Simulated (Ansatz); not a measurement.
Cartesian coordinates (Å):
```xyz
8

N      1.2256    -0.2613     0.0579
B      0.0270     0.4834     0.0124
N     -1.2469    -0.1201    -0.0677
H      2.1250     0.1799     0.1148
H      1.2719    -1.2661     0.0375
H      0.0936     1.6767     0.0430
H     -2.0915     0.4208    -0.0994
H     -1.4047    -1.1132    -0.0985
```
Charge 0, spin multiplicity 1.

Method: frozen-core CCSD(T)/cc-pVTZ // B3LYP-D3(BJ)/def2-TZVP (Ansatz, an electronic-structure program).

- HF energy: -136.63383 Ha
- MP2 correlation energy: -0.53661 Ha

**Question.** Estimate the CCSD correlation energy, the (T) correction, the total energy and the T1 diagnostic.

**Answer.** 
```json
{
 "CCSD correlation energy": "-0.56119 Ha",
 "(T) correction": "-0.02067 Ha",
 "CCSD(T) total energy": "-137.21568 Ha",
 "T1 diagnostic": "0.011"
}
```
